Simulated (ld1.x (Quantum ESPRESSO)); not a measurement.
## Varying the TM potential for zirconium (Zr)

Base potential:

Zr, norm-conserving Troullier–Martins (Kleinman–Bylander form), made with ld1.x (Quantum ESPRESSO) 7.5 (BLYP, scalar-relativistic). Core [Ar] 3d10 4s2, reference 4p6 4d2 5s1.75 5p0 (charge +0.25). Waves: 5s (bound): rc 2.60 bohr; 4p (bound): rc 1.90 bohr; 4d (bound): rc 1.55 bohr. Local part: all-electron potential smoothed inside 2.10 bohr (lloc = -1). Core correction: Bessel-smoothed model core inside 1.50 bohr.

Cutoffs, loose and tight: the cutoffs (Ry, on a coarse ladder) from which the occupation-weighted sum of valence levels, in a spherical-Bessel basis at the reference potential, stays within 10 and 1 mRy of its value at 400 Ry. They do not see the model core or the augmentation charge, which bear on the density cutoff. Test errors are all-electron minus pseudo excitation energies from the reference, over the configurations 4p6 4d2 5s2 5p0; 4p6 4d2 5s1 5p0; 4p6 4d2 5s0 5p0; 4p6 4d2 5s1.5 5p0; 4p5 4d2 5s2 5p0; 4p6 4d1 5s2 5p0; 4p6 4d3 5s0 5p0. A dash means not determined; rows that change the core or the reference have their own tests. The largest error is taken over the tests solved by every variant that gives reliable tests at all: 4p6 4d2 5s0 5p0; 4p6 4d2 5s1 5p0; 4p6 4d2 5s1.5 5p0; 4p6 4d2 5s2 5p0; 4p6 4d3 5s0 5p0.

A true bound ghost makes a file unfit for plane-wave use even where its test errors are small: the radial tests pick states by their node count and pass the ghost by. Where a test does run into it, the solver fails or the error is huge.

| change | outcome | cutoff, loose | cutoff, tight | bound ghosts | largest test error (meV) |
| --- | --- | --- | --- | --- | --- |
| base | generated | 35 Ry | 45 Ry | s | -52 |
| all radii but the core radius scaled by about 0.78 (s 2.02, p 1.48, d 1.20 bohr); local potential all-electron potential smoothed inside 1.64 bohr (lloc = -1) | generated | 90 Ry | 110 Ry | s | -24 |
| all radii but the core radius scaled by about 0.85 (s 2.22, p 1.62, d 1.32 bohr); local potential all-electron potential smoothed inside 1.80 bohr (lloc = -1) | generated | 50 Ry | 80 Ry | s | -23 |
| all radii but the core radius scaled by about 1.06 (s 2.76, p 2.02, d 1.64 bohr); local potential all-electron potential smoothed inside 2.22 bohr (lloc = -1) | generated | 35 Ry | 40 Ry | s | -58 |
| all radii but the core radius scaled by about 1.18 (s 3.06, p 2.24, d 1.82 bohr); local potential all-electron potential smoothed inside 2.46 bohr (lloc = -1) | generated | 30 Ry | 40 Ry | s | -64 |
| all radii but the core radius scaled by about 1.30 (s 3.38, p 2.46, d 2.02 bohr); local potential all-electron potential smoothed inside 2.72 bohr (lloc = -1) | generated | 30 Ry | 40 Ry | s | -60 |
| all radii but the core radius scaled by about 1.38 (s 3.58, p 2.62, d 2.14 bohr); local potential all-electron potential smoothed inside 2.88 bohr (lloc = -1) | generated | 30 Ry | 40 Ry | none | -49 |

**Question.** What comes out with this change to the base: all radii but the core radius scaled by about 0.96 (s 2.48, p 1.82, d 1.48 bohr); local potential all-electron potential smoothed inside 2.02 bohr (lloc = -1)?

**Answer.** outcome: generated; cutoff, loose: 35 Ry; cutoff, tight: 50 Ry; bound ghosts: s; largest test error (meV): -43.

Reading the sweep of the scale of all radii but the core radius (base = 1) (base included, trends over the rows without a ghost): Bound ghosts are found at 0.78, 0.85, 0.96, 1, 1.06, 1.18, 1.3.
